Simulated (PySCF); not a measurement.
H$_{4}$Cl$_{3}$NOSi$_{2}$ (SMILES N[SiH2]O[Si](Cl)(Cl)Cl), singlet, geometry from GFN2-xTB, atoms displaced at random by about 0.08 Å a coordinate. Base run: B3LYP/STO-3G, gradient run with PySCF.

Here is a job for PySCF.
```python
from pyscf import gto, scf, dft

mol = gto.Mole()
mol.atom = '''
    Si   -0.698420    0.106456    0.075911
    Cl   -2.322529   -0.985975   -0.625648
    Cl   -0.894961    2.082632   -0.435596
    Cl   -0.416769   -0.008621    1.933719
    O     0.712963   -0.418593   -0.736910
    Si    2.267969   -0.654931   -1.009877
    N     2.768563   -0.227273    0.597812
    H     2.432962   -1.764813   -1.652615
    H     2.555982    0.729742   -2.014862
    H     2.486158   -0.620122    1.366142
    H     3.890909   -0.349959    0.771287
'''
mol.basis = 'sto-3g'
mol.charge = 0
mol.spin = 0
mol.verbose = 4
mol.build()

mf = dft.RKS(mol)
mf.xc = 'b3lyp'
mf.kernel()
g = mf.nuc_grad_method()
grad = g.kernel()
```

The coordinate followed is z of atom 6.

Variants of this job, named by their change:

```
change                                                  dE/dx (Eh/bohr)  net force (Eh/bohr)
------------------------------------------------------  ---------------  -------------------
base                                                          -0.011989             0.000069
grids.level = 1; grid_response = off                          -0.011969             0.000722
grids.level = 0; grid_response = off                          -0.012125             0.004592
finite difference step (bohr) = 0.05; conv_tol = 1e-11        -0.011754                    -
grids.level = 0; grid_response = on                           -0.011669             0.000000
conv_tol = 1e-4                                               -0.012404             0.000069
density fitting = on                                          -0.012027             0.000069
grids.level = 5; grid_response = off                          -0.011990             0.000023
finite difference step (bohr) = 1e-4; conv_tol = 1e-11        -0.011989                    -
finite difference step (bohr) = 1e-3; conv_tol = 1e-11        -0.011989                    -
density fitting = on; auxbasis_response = off                 -0.011974             0.002503
grids.level = 1; grid_response = on                           -0.012144             0.000000
```

The net force is zero for an exact gradient.
